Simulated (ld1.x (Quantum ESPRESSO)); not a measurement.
**What one change does to a pseudopotential (Al (Z = 13), TM)**

- Element: Al
- Generator: ld1.x (Quantum ESPRESSO) 7.5
- Type: norm-conserving Troullier–Martins (Kleinman–Bylander form)
- Functional: PBE
- Relativity: non-relativistic
- Frozen core: [Ne]
- Valence charge: 3
- Reference configuration: 3s2 3p0.75 (charge +0.25)
- Partial waves: 3s (bound): rc 1.80 bohr; 3d channel at 0.1 Ry: rc 2.10 bohr; 3p (bound): rc 2.20 bohr
- Local potential: the p channel
- Core correction: none

Change: core correction a·sin(br)/r model core inside 1.78 bohr.

Cutoffs: the cutoffs (Ry, on a coarse ladder) from which the occupation-weighted sum of valence levels, in a spherical-Bessel basis at the reference potential, stays within 10 and 1 mRy of its value at 400 Ry; they do not see the model core or the augmentation charge, which bear on the density cutoff. Errors are all-electron minus pseudo energies relative to the spin-unpolarised reference configuration.

Problem. How do hardness, ghosts and transferability respond?

Solution. The potential gets neither clearly harder nor softer (10 Ry and 30 Ry → 10 Ry and 30 Ry); of the 7 tests that both files solve, the error grows in 0 and shrinks in 5 by more than 15 % and 0.3 meV (median size 6.1 → 0.4 meV); neither file shows a bound ghost. Exchange and correlation are not linear in the density, so unscreening with the valence charge alone errs where core and valence overlap; a model core restores that term. A model core, the more so a compact one, raises the density cutoff, which this test does not measure.

```csv
quantity,base,changed
"cutoff, loose",10 Ry,10 Ry
"cutoff, tight",30 Ry,30 Ry
bound ghosts,none,none
"error for 3s2 3p1, meV [ΔE -0.86 eV]",-0.1,0.0
"error for 3s2 3p0, meV [ΔE 4.91 eV]",-2.1,-0.6
"error for 3s1 3p0, meV [ΔE 24.11 eV]",+20,+2.2
"error for 3s1 3p2, meV [ΔE 4.25 eV]",+6.1,-0.4
"error for 3s1 3p1, meV [ΔE 10.69 eV]",+9.6,-0.1
"error for 3s2 3p1.3, meV [ΔE -1.43 eV]",-0.3,0.0
"error for 3s0 3p3, meV [ΔE 9.52 eV]",+28,+1.1
s: phases at 2.41 bohr within 0.05 rad from the reference energy up to (Ry; the scan ends near 5),4.0,4.0
p: phases at 2.41 bohr within 0.05 rad from the reference energy up to (Ry; the scan ends near 5),3.5,3.5
d: phases at 2.41 bohr within 0.05 rad from the reference energy up to (Ry; the scan ends near 5),3.8,3.8
```
